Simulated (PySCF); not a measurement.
## Polarisability and C₆ of Mn⁺ (manganese, charge +1)

[Ar] 3d5 4s1, high-spin 7S determinant. Computed with PySCF 2.14 in x2c-TZVPPall with one added diffuse shell each of s, p, d, f type (7s6p5d3f1g, 80 functions), with scalar relativity by spin-free X2C-1e. Coupled (time-dependent) response in atomic units; α is the mean over directions.

```json
{"method": "UHF", "mean α (bohr³)": "38.89", "C₆ (like pair)": "214.2", "S(−4)": "1385"}
{"method": "PBE", "mean α (bohr³)": "27.92", "C₆ (like pair)": "146.2", "S(−4)": "610.5"}
{"method": "PBE0", "mean α (bohr³)": "30.07", "C₆ (like pair)": "158.2", "S(−4)": "744.1"}
```

S(−4) is the Cauchy moment in α(ω) = α(0) + S(−4) ω² + …

α(iu) at PBE0:

```json
{"u (hartree)": "0", "α(iu) (bohr³)": "30.07"}
{"u (hartree)": "0.0500", "α(iu) (bohr³)": "28.34"}
{"u (hartree)": "0.100", "α(iu) (bohr³)": "24.29"}
{"u (hartree)": "0.200", "α(iu) (bohr³)": "16.10"}
{"u (hartree)": "0.300", "α(iu) (bohr³)": "10.99"}
{"u (hartree)": "0.500", "α(iu) (bohr³)": "6.269"}
{"u (hartree)": "0.750", "α(iu) (bohr³)": "3.969"}
{"u (hartree)": "1.00", "α(iu) (bohr³)": "2.879"}
{"u (hartree)": "1.50", "α(iu) (bohr³)": "1.827"}
{"u (hartree)": "2.00", "α(iu) (bohr³)": "1.304"}
{"u (hartree)": "3.00", "α(iu) (bohr³)": "0.7759"}
{"u (hartree)": "5.00", "α(iu) (bohr³)": "0.3661"}
```

For an ion, C₆ is the dispersion term alone; charge-induced terms of lower order in 1/R come first.
